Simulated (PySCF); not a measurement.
Molecule: 1-phenyl-1-propyne, C9H8.

Cartesian coordinates in Å; atom numbers follow the order of the lines, from 1:
```xyz
17

C     3.747   -0.799   -0.105
C     2.340   -0.498    0.035
C     1.170   -0.249    0.152
C    -0.208    0.045    0.292
C    -0.665    1.357    0.159
C    -2.010    1.638    0.298
C    -2.913    0.622    0.568
C    -2.464   -0.682    0.701
C    -1.121   -0.974    0.565
H     4.203   -0.911    0.879
H     4.252    0.007   -0.637
H     3.877   -1.727   -0.661
H     0.043    2.145   -0.052
H    -2.359    2.656    0.194
H    -3.964    0.847    0.673
H    -3.167   -1.476    0.911
H    -0.766   -1.989    0.669
```

Frames of a GFN2-xTB Langevin trajectory at 300 K; GIAO PBE0/pcSseg-1 shieldings in PySCF 2.14, gas phase, non-relativistic; equivalent atoms averaged within each frame.

Referencing at the same level of theory: $^{13}$C (σ = 186.93 ppm) and $^{1}$H (σ = 31.72 ppm) vs TMS. The references are static minima.

How do the shifts (ppm) fluctuate along the trajectory?

## Answers


```csv
time (fs),C5/C9,C6/C8,C7,C4,C2,C3,C1,H14/H16,H13/H17,H15
optimised geometry,138.6,133.6,132.6,129.0,96.0,87.5,5.8,7.57,7.74,7.51
250,143.0,137.8,132.2,129.6,92.8,89.3,10.8,8.03,7.99,7.31
425,136.1,136.0,136.6,126.2,98.9,90.1,8.4,7.81,7.92,7.78
625,138.8,136.5,132.9,126.4,98.3,90.1,11.1,8.06,7.48,6.70
800,141.3,137.5,135.6,125.4,95.6,88.8,6.8,7.74,7.98,6.89
1000,139.6,138.9,137.5,130.1,99.8,88.9,8.7,8.05,7.61,7.61
mean of frames,139.8,137.3,135.0,127.5,97.1,89.5,9.1,7.94,7.80,7.25
standard deviation,2.6,1.1,2.3,2.1,2.8,0.6,1.8,0.15,0.23,0.46
```

5 frames give an uncertainty of the mean of about the standard deviation over 2.2 at best, since frames this close in time may not be independent; classical motion lacks zero-point vibration, and the reference would need the same averaging.
